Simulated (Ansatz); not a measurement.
Basis-set extrapolation for C5H14N2 (`CN(C)CCCN`) (PBE0-D4/def2-TZVP geometry, frozen core, Ansatz 0.2.0). Multiplicity 1, RHF reference.

```tsv
	def2-TZVPP	def2-QZVPP
HF	-306.480390	-306.495095
MP2 correlation	-1.313297	-1.397742
CCSD(T) correlation	-1.435240	not run
```

Energies in hartree. Use E(X) = E(∞) + A·exp(−7.88·√X) for Hartree–Fock and E(X) = E(∞) + B·X^(−2.97) for correlation, with X = 3 and 4, and add CCSD(T) minus MP2 of the smaller set to the MP2 limit.

Problem. What is the CCSD(T) energy at the basis-set limit?

Solution. HF limit: -306.495095 + (-0.014705) × 0.13774 = -306.49712. MP2 limit: -1.397742 + (-0.084445) × 0.74074 = -1.46029. Higher-order term: -1.435240 − (-1.313297) = -0.12194. Total: -308.07935 hartree, 102.7 kcal/mol below CCSD(T)/def2-TZVPP.
